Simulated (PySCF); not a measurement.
Q: Give a GFN2-xTB geometry of `CNc1cn[n-]c1`. (Charge -1.)

A: 
Z-matrix in Å and degrees, rows numbered from 1:
```
C 
N   1  1.4479
C   2  1.4354  1  113.67
C   3  1.3932  2  128.99  1    55.78
N   4  1.3374  3  110.10  2   178.39
N   5  1.3377  4  108.48  3    -0.23
C   6  1.3371  5  108.19  4     0.52
H   1  1.0903  2  108.30  3   -59.93
H   1  1.1056  2  114.31  3    60.14
H   1  1.0958  2  109.51  3  -178.23
H   2  1.0193  1  109.74  3  -120.61
H   4  1.0827  3  129.03  2    -2.00
H   7  1.0848  3  128.37  2     0.85
```

Of the pairs four or more bonds apart, C4···H8 is among the closest relative to their van der Waals radii: 2.84 Å, 98 % of the sum of Bondi's values. C4 (aromatic CH next to a ring nitrogen) is planar (angles 129.0°, 120.9° and 110.1°, sum 360.0°, 0.00 Å off the plane of its three neighbours). C3 (aromatic carbon bearing nitrogen) is planar (angles 129.0°, 128.1° and 102.9°, sum 360.0°, 0.01 Å off the plane of its three neighbours). The 5-membered ring C3–C4–N5–N6–C7 has internal angles of 102.9° to 110.3°; it is planar, 0.00 Å rms from its mean plane, widest ring torsion 1°.

The geometry is computed with GFN2-xTB (gas phase).

Point group: C1 (no symmetry element, even within 0.4 Å). Not checked by GFN2-xTB frequencies. Torsions: C1–N2–C3–C4 56°.

One conformer stands for the species.
